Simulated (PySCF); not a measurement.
Computed IR spectrum (relative IR intensity) of a molecule CH₆AlNO. Geometry: r2SCAN-D4/def2-SVP. The values are those of a single conformer. These are r2SCAN-D4/def2-SVP (PySCF) values and carry that method's errors. Frequencies are harmonic and unscaled.

ν (cm⁻¹): 250 (w), 345 (w), 403 (s), 508 (m), 574 (m), 656 (w), 738 (m), 856 (s), 1180 (w), 1253 (vs), 1484 (w), 1528 (m), 1988 (s), 2964 (m), 3042 (m), 3061 (w), 3584 (w), 3675 (w) (against the strongest line: vs over 80 %, s over 45 %, m over 15 %, w over 4 %, vw less)

Q: Identify the compound among the candidates.
A. [CH3][Al]([NH2])[OH]
B. C[O][AlH][NH2]
C. C[NH][AlH][OH]

A: B, C[O][AlH][NH2]
